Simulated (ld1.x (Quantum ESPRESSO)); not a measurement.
# What one change does to a pseudopotential (bromine, PAW)

ld1.x (Quantum ESPRESSO) 7.5 input, shortened:

```
&input
   title='Br', zed=35., rel=1, dft='PZ', iswitch=3,
   config='[Ar] 3d10 4s1 4p6 4f-2'
 /
 &inputp
   pseudotype=3, lpaw=.true., tm=.true., lloc=-1, rcloc=1.90,
   nlcc=.true., new_core_ps=.true., rcore=0.70,
   which_augfun='BESSEL', rmatch_augfun=0.60
 /
8
4S  1  0   1.00   0.00  1.05  1.45  0.0
4S  1  0   0.00   3.30  1.05  1.45  0.0
4P  2  1   6.00   0.00  1.70  1.90  0.0
4P  2  1   0.00   3.95  1.70  1.90  0.0
3D  3  2  10.00   0.00  0.80  0.90  0.0
3D  3  2   0.00   0.05  0.80  0.90  0.0
4F  4  3  -2.00  -0.15  1.05  1.45  0.0
4F  4  3  -2.00   1.30  1.05  1.45  0.0
 &test
   configts(1)='3d10 4s1 4p6'
 /
```

Change: all radii but the core radius scaled by about 1.34 (s 1.94, p 2.54, d 1.20, f 1.94 bohr, rcut 1.40/2.28/1.08/1.40); local potential all-electron potential smoothed inside 2.54 bohr (lloc = -1); augmentation BESSEL, radius 0.80 bohr.

Cutoffs: the cutoffs (Ry, on a coarse ladder) from which the occupation-weighted sum of valence levels, in a spherical-Bessel basis at the reference potential, stays within 10 and 1 mRy of its value at 400 Ry; they do not see the model core or the augmentation charge, which bear on the density cutoff. Errors are all-electron minus pseudo energies relative to the spin-unpolarised reference configuration.

**Question.** What does the change do?

**Answer.** Of the 9 tests that both files solve, the error grows in 7 and shrinks in 1 by more than 15 % and 0.3 meV (median size 1.2 → 55.7 meV); neither file shows a bound ghost.

```tsv
quantity	base	changed
cutoff, loose	200 Ry	100 Ry
cutoff, tight	over 300 Ry	160 Ry
loose cutoff by channel (10 mRy a level)	s 15 Ry, p 12 Ry, d 120 Ry	s 8 Ry, p 8 Ry, d 70 Ry
bound ghosts	none	none
error for 3d10 4s2 4p5, meV [ΔE -12.42 eV]	+1.2	+70
error for 3d10 4s2 4p4, meV [ΔE 0.29 eV]	+0.6	+39
error for 3d10 4s2 4p3, meV [ΔE 23.23 eV]	+1.1	+8.0
error for 3d10 4s2 4p5.3, meV [ΔE -14.43 eV]	+1.4	+76
error for 3d10 4s2 4p4.5, meV [ΔE -7.27 eV]	+0.9	+56
error for 3d9 4s2 4p5, meV [ΔE 66.32 eV]	-255	-207
error for 3d10 4s1 4p5, meV [ΔE 13.33 eV]	-1.6	-12
error for 3d10 4s1 4p6 (spin-polarised), meV [ΔE -0.22 eV]	+0.1	-0.3
error for 3d10 4s2 4p5 (spin-polarised), meV [ΔE -12.57 eV]	+1.4	+68
lowest overlap eigenvalue by channel	s 0.44, p 0.56, d 0.67, f 0.82	s 0.52, p 0.86, d 0.98, f 0.84
```
